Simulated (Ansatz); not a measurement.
Mulliken charges of F2H3O3Ta, SMILES `[OH][Ta]([OH])([OH])([F])[F]` from PBE/def2-TZVPP in Ansatz (PBE0-D4/def2-TZVP geometry).

```json
{"atom": "O1", "x (Å)": "0.055", "y (Å)": "0.857", "z (Å)": "-1.555", "charge (e)": "-0.342"}
{"atom": "Ta2", "x (Å)": "-0.206", "y (Å)": "0.128", "z (Å)": "0.184", "charge (e)": "0.991"}
{"atom": "O3", "x (Å)": "1.397", "y (Å)": "0.850", "z (Å)": "0.813", "charge (e)": "-0.323"}
{"atom": "O4", "x (Å)": "0.364", "y (Å)": "-1.654", "z (Å)": "0.539", "charge (e)": "-0.342"}
{"atom": "F5", "x (Å)": "-1.273", "y (Å)": "1.035", "z (Å)": "1.429", "charge (e)": "-0.260"}
{"atom": "F6", "x (Å)": "-1.811", "y (Å)": "-0.653", "z (Å)": "-0.517", "charge (e)": "-0.332"}
{"atom": "H7", "x (Å)": "-0.580", "y (Å)": "0.657", "z (Å)": "-2.248", "charge (e)": "0.209"}
{"atom": "H8", "x (Å)": "2.259", "y (Å)": "1.167", "z (Å)": "1.065", "charge (e)": "0.189"}
{"atom": "H9", "x (Å)": "-0.205", "y (Å)": "-2.387", "z (Å)": "0.290", "charge (e)": "0.209"}
```

Q: By hand: the dipole of these point charges (1 e Å = 4.8032 D).

A: Σ q r = (0.396, -0.068, -0.141) e Å, of length 0.426 e Å = 2.05 D.

Q: How does the dipole of the full density compare? (Best estimate.)

A: Ansatz gave: (0.357, -0.081, -0.150) e Å, 1.90 D; the point charges give 1.08 times that, at 4° from its direction.

Point charges leave out the atoms' own dipoles, such as those of lone pairs, and Mulliken's split depends on the basis, so the close match here is no proof of good charges.
